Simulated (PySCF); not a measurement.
## From a computed spectrum to the compound

A species of 3 atoms with charge -1 has these harmonic modes (BP86, small Gaussian bases with core potentials, PySCF 2.14.0):

```tsv
cm⁻¹	km/mol	symmetry
67	2.5	a1
211	76.0	b2
226	40.4	a1
```

Question: Which species is it, and in which structure?

Answer: [TlCl2]− (singlet):
```xyz
3

Tl   -0.3712    0.1932    0.0000
Cl    1.0881   -0.5662    2.1207
Cl    1.0881   -0.5662   -2.1207
```
Ideal gas at 298.15 K and 1 bar: S = 325.8 J/(mol K), Cp = 56.7 J/(mol K), H − H(0 K) = 14.8 kJ/mol (rigid rotor, harmonic modes, spin degeneracy alone). 
 The answer isn't unique; the calculation gave this one.
